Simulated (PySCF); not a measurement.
## How methods differ on the ionisation energy of Kr³¹⁺

Kr³¹⁺ [He] 2s2 2p1 (2P) → Kr³²⁺ [He] 2s2 (1S), as a difference of total energies. Calculation: PySCF 2.14, in an uncontracted even-tempered set (17 s from 9.3 bohr⁻², ratio 2.5; 10 p from 12 bohr⁻², ratio 2.5; 5 d from 49 bohr⁻², ratio 2.7; 4 f from 73 bohr⁻², ratio 2.7); the spin-free X2C one-electron Hamiltonian (Gaussian nucleus). Correlated levels: nothing frozen; virtual orbitals above 40 to 60 times the deepest correlated orbital energy dropped. The calculations carry no spin-orbit coupling.

```csv
method,ionisation energy (eV)
UHF,3715.9
MP2 (all electrons),3715.1
SCS-MP2 (all electrons),3714.7
CCSD (all electrons),3713.9
CCSD(T) (all electrons),3713.9
```

A first-order spin-orbit estimate (lowest level to lowest level, LS coupling) adds 40.583 eV.

For this ion Breit and QED terms and the two-electron picture change, all absent here, outweigh the differences among the correlated methods.

For comparison: 3752 ± 2.5 eV (semi-empirical (NIST evaluation); NIST Atomic Spectra Database, ionization energies).
